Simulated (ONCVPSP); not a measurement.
# Before and after: ONCV potential for germanium (Ge)

ONCVPSP 4.0.1 input, shortened (lines: element, Z, core and valence counts, functional; n l f; lmax; l rc ep ncon nbas qcut; lloc lpopt rc5 dvloc0; l nproj debl; icmod fcfact rcfact), PBEsol, fully relativistic:

```
  Ge 32.00    3    5  -116133      upf
    1    0    2.00
    2    0    2.00
    2    1    6.00
    3    0    2.00
    3    1    6.00
    3    2   10.00
    4    0    1.50
    4    1    2.50
    2
    0    1.00    0.00    5    9   12.20
    1    0.95    0.00    4    7   18.40
    2    0.65    0.00    5    9   14.60
    4    5    0.40    0.00
    0    2    2.80
    1    2    1.90
    2    2    3.50
    3    4.00    1.20
```

Open shells are filled in proportion to 2j + 1.

All-electron outer shells of the reference configuration (PBEsol, scalar-relativistic, ld1.x):

| shell | level (eV) | outermost node (bohr) | outermost maximum (bohr) |
| --- | --- | --- | --- |
| 2s | -1371.52 | 0.06 | 0.18 |
| 2p | -1198.96 | – | 0.14 |
| 3s | -169.03 | 0.26 | 0.54 |
| 3p | -116.34 | 0.23 | 0.54 |
| 3d | -30.20 | – | 0.50 |
| 4s | -12.24 | 0.77 | 1.73 |
| 4p | -4.25 | 0.82 | 2.19 |

Change: all radii but the core radius scaled by about 0.80 (s 0.80, p 0.76, d 0.52 bohr); local potential polynomial inside 0.32 bohr (lpopt 5, dvloc0 0 Ha).

Cutoffs: the cutoffs (Ha) at which the residual kinetic energy of the hardest occupied pseudo-wave falls to 1 and 0.1 mHa per electron; they do not see the model core or the augmentation charge, which bear on the density cutoff. Errors are all-electron minus pseudo energies relative to the spin-unpolarised reference configuration.

**Question.** Predict the effect on cutoff, ghosts and configuration errors.

**Answer.** The potential gets harder (688 Ha and 757 Ha → 1095 Ha and 1195 Ha); the lowest positive-energy flag moves from s at 293.1 eV to s at 42.5 eV; of the 4 tests that both files solve, the error grows in 2 and shrinks in 0 by more than 15 % and 0.3 meV (median size 0.3 → 0.6 meV); neither file shows a bound ghost. A smaller radius makes the pseudo-wave follow the all-electron one further in, where it bends more sharply, so more plane waves are needed.

| quantity | base | changed |
| --- | --- | --- |
| cutoff, loose | 688 Ha | 1095 Ha |
| cutoff, tight | 757 Ha | 1195 Ha |
| loose cutoff by channel | s 62 Ha, p 59 Ha, d 688 Ha | s 122 Ha, p 103 Ha, d 1095 Ha |
| bound ghosts | none | none |
| GHOST(+) flags under 300 eV | s at 293.1 eV | s at 42.5 eV |
| error for 3s2 3p6 3d10 4s2 4p2, meV [ΔE -3.96 eV] | 0.0 | +0.2 |
| error for 3s2 3p6 3d10 4s2 4p1, meV [ΔE 3.50 eV] | +0.6 | +1.0 |
| error for 3s2 3p6 3d10 4s2 4p0, meV [ΔE 18.95 eV] | +1.9 | +2.4 |
| error for 3s2 3p6 3d10 4s1 4p3, meV [ΔE 4.02 eV] | 0.0 | -0.2 |
| rms error of d²Exc/dni dnj with the model core, mHa | 7.00 | 7.18 |
